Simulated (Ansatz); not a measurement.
Consider the ligand exchange at the Sn–N bond: `[SiH3][N]([SiH3])[Sn][Cl]` + HCl → `[Cl][Sn][Cl]` + `[SiH3]N[SiH3]`.

Isolated molecules relaxed with PBE0-D4/def2-TZVP in Ansatz; ΔE leaves out vibrations. CCSD(T)/CBS adds triple-zeta CCSD(T) − MP2 to the extrapolated MP2 energy (def2 sets, frozen cores). This one scheme is used for every species. DFT in def2-TZVPP. def2 core potentials past Kr. For Sn outer-core shells are correlated without core-valence functions, which leaves a few kJ/mol of doubt a bond. Each species was taken in one conformer, which may not be the lowest.

| level | ΔE (kcal/mol) |
| --- | --- |
| r2SCAN-D4 | -17.7 |
| CAM-B3LYP-D4 | -18.3 |
| BLYP | -22.2 |
| PBE0 | -19.9 |
| HF/def2-TZVPP | -24.5 |
| HF/def2-QZVPP | -24.6 |
| SCS-MP2/def2-QZVPP | -15.2 |
| MP2/CBS(def2) | -14.1 |

(1) What does CCSD(T)/CBS give? (Estimate.)

Largest T1 diagnostic among the species: 0.015.

## Answers

(1) Ansatz gave: -14.8 kcal/mol. The listed levels differ from it by -2.9, -3.5, -7.4, -5.1, -9.7, -9.8, -0.4, 0.7 kcal/mol.

From r2SCAN to r2SCAN0 (25 % exact exchange), in def2-TZVPP and without D4, ΔE moves by −0.7 kcal/mol. The D4 term adds +4.4 kcal/mol with B3LYP and +2.4 kcal/mol with PBE0; it sums over pairs of atoms, weighted by their polarisabilities, and B3LYP, whose exchange is more repulsive, gets the larger term. At CCSD(T), def2-SVP lies +1.5 kcal/mol from the extrapolated value and def2-TZVPP +1.0 kcal/mol.

CCSD(T)/CBS has its own doubt, a few kJ/mol and more with outer-core shells, so smaller differences from it don't rank the levels.

B3LYP here is the variant with VWN-RPA as its local correlation; programs differ in this.
